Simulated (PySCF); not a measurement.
Si3BH9O3

The system: Si3BH9O3, a molecule drawn as a unit of a network glass or zeolite (built as: B3 Si Si Si, H ends, O bridges); neutral, singlet. The structure, one conformer, was relaxed in the gas phase by PBE0-D3(BJ)/def2-SVP. No frequency run checks that it is a minimum.

SMILES: [SiH3]OB(O[SiH3])O[SiH3]

| atom | x (Å) | y (Å) | z (Å) |
| --- | --- | --- | --- |
| Si1 | 2.911 | -1.093 | -0.205 |
| O2 | 1.955 | 0.267 | 0.008 |
| B3 | 0.596 | 0.310 | 0.042 |
| O4 | -0.011 | 1.512 | 0.214 |
| Si5 | -1.416 | 2.388 | 0.277 |
| O6 | -0.093 | -0.868 | -0.101 |
| Si7 | -1.675 | -1.392 | -0.080 |
| H8 | 2.633 | -1.730 | -1.526 |
| H9 | 2.677 | -2.080 | 0.889 |
| H10 | 4.324 | -0.627 | -0.164 |
| H11 | -1.103 | 3.791 | -0.108 |
| H12 | -2.421 | 1.824 | -0.675 |
| H13 | -1.972 | 2.353 | 1.660 |
| H14 | -2.284 | -1.231 | -1.432 |
| H15 | -2.465 | -0.606 | 0.916 |
| H16 | -1.666 | -2.828 | 0.307 |

Shieldings: GIAO PBE0/pcSseg-1. Shifts are against computed references at the same level: H TMS (σ 31.27 ppm), Si TMS (σ 352.0 ppm). Core levels by delta-SCF with SCAN, pcX-2 on the ionised atom and pcseg-1 elsewhere, spin-free X2C (2p3/2 is the spin-free 2p value less a third of a first-order spin-orbit splitting); from the vacuum level, for chosen atoms.

Task: Give the NMR and core-level values of the distinct atoms.

Result: 
```
      atoms   bonded to  σ (ppm)  δ (ppm)  core level (eV)
        Si1   1 O + 3 H    386.0    -34.0     2p3/2 107.50
         O2  1 B + 1 Si    254.7        -        1s 538.03
         B3         3 O     87.2        -        1s 198.39
         O4  1 B + 1 Si    270.5        -        1s 538.24
        Si5   1 O + 3 H    391.8    -39.9                -
         O6  1 B + 1 Si    262.1        -        1s 538.32
        Si7   1 O + 3 H    388.1    -36.1                -
  H8 H9 H10        1 Si    26.42     4.85                -
H11 H12 H13        1 Si    26.09     5.18                -
H14 H15 H16        1 Si    26.15     5.11                -
```

Values are those of this one static structure, with the three H of a rotating XH3 group averaged; atoms that internal rotation interchanges would show their mean in an NMR spectrum.

Task: By CAM-B3LYP/def2-SVPD (TDDFT singlets, Tamm-Dancoff triplets, ionisation by delta-SCF), where does absorption start, and what does vertical ionisation take?

Result: The lowest singlet lies at 7.50 eV (f 0.009), the strongest of the first 6 at 8.05 eV (f 0.016), the lowest triplet at 7.17 eV; vertical ionisation takes 10.94 eV.
